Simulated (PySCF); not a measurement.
Spectra and structures to be paired. Level of theory: TDDFT PBE0/def2-SVPD, vertical, gas phase, core orbitals frozen in the response (PySCF). Geometries: PBE0-D3(BJ)/def2-SVP; one conformer of each isolated species. Triplets are in the Tamm–Dancoff approximation. Atoms past krypton carry core potentials; spin–orbit coupling is left out.

A. `FC1(F)C=CC1`
B. `FCC#CCF`
C. `I[Si](C)(C)I`
D. `C(BC)C(F)(F)F`

Lowest singlet levels (six at most, fewer where fewer were computed) with oscillator strengths:

1. 202 nm (f 0.001); 190 nm (f 0.001); 148 nm (f 0.002); 144 nm (f 0.006); 141 nm (f 0.168); 140 nm (f 0.002); T1 5.42 eV
2. 178 nm (f 0.000); 175 nm (f 0.168); 158 nm (f 0.000); 157 nm (f 0.010); 149 nm (f 0.000); 146 nm (f 0.003); T1 4.22 eV
3. 240 nm (f 0.060); 234 nm (f 0.001); 233 nm (f 0.007); 221 nm (f 0.008); 201 nm (f 0.005); 194 nm (f 0.000); T1 4.63 eV
4. 206 nm (f 0.000); 193 nm (f 0.001); 185 nm (f 0.001); 163 nm (f 0.010); 159 nm (f 0.077); 152 nm (f 0.195); T1 5.04 eV

**Question.** Match each spectrum to its molecule.

**Answer.** 1 = D, 2 = A, 3 = C, 4 = B.
- A: S1 at 6.96 eV, HOMO-1→LUMO (99%); Löwdin shares by element: HOMO carbon 78% or more (atoms not listed hold the other 22%); LUMO carbon 77% or more, hydrogen 6% or more (atoms not listed hold the other 17%); HOMO -8.21 and LUMO -0.62 eV; point group Cs, 3 of its 6 listed states under f = 0.0005.
- B: S1 at 6.01 eV, HOMO→LUMO (92%); Löwdin shares by element: HOMO carbon 86%; LUMO carbon 73% (atoms not listed hold the other 27%); HOMO -8.22 and LUMO -0.25 eV; point group C2, 1 of its 6 listed states under f = 0.0005.
- C: S1 at 5.16 eV, HOMO→LUMO (96%); Löwdin shares by element: HOMO iodine 96%; LUMO iodine 62%, silicon 26%, carbon 5% or more; HOMO -7.37 and LUMO -1.06 eV.
- D: S1 at 6.12 eV, HOMO→LUMO (98%); Löwdin shares by element: HOMO boron 33%, carbon 28% or more, hydrogen 25% or more; LUMO boron 50%, carbon 27% or more, hydrogen 8% or more; HOMO -9.32 and LUMO -1.27 eV.
B and D have S1 within 0.12 eV of each other; their strongest listed levels stand at 8.18 eV (f 0.195) and 8.78 eV (f 0.168).
